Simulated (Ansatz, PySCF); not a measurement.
Pair of molecules: NH3 (SMILES N) (first 4 atoms) with H2 (SMILES [H][H]); geometry from B3LYP-D3(BJ)/def2-TZVP.
(charge 0, multiplicity 1):
```xyz
6

N     -0.168    -0.111     0.059
H     -0.718     0.654    -0.314
H      0.748    -0.065    -0.371
H     -0.604    -0.974    -0.245
H     -0.009     0.010     2.669
H      0.036     0.045     3.415
```

Counterpoise-corrected where a basis set is named; no monomer relaxation. Rows marked so take none.

Correlated levels freeze the cores. Rows in 6-31G* carry no dispersion term and start afresh at each structure (6-31G* with six Cartesian d functions).

Programs: Ansatz (Gaussian orbitals); PySCF for 6-31G* rows, M06-2X, the dispersion terms. Values without a source in brackets are computed.

```
level                          interaction energy (kcal/mol)
-----------------------------  -----------------------------
HF/aug-cc-pVTZ                                          0.05
BLYP/def2-TZVPPD                                       -0.12
BP86/6-31G* (no counterpoise)                          -1.17
B97M-V/def2-TZVPPD                                     -0.89
B3LYP/def2-TZVPPD                                      -0.35
B3LYP-D3(BJ)/def2-TZVPPD                               -0.72
M06-2X/def2-TZVPPD                                     -0.57
wB97M-V/def2-TZVPPD                                    -0.66
B2PLYP/def2-TZVPPD                                       [?]
```

Complete the blanks.


- B2PLYP/def2-TZVPPD, interaction energy (kcal/mol): -0.45

Ansatz is a program for electronic structure.
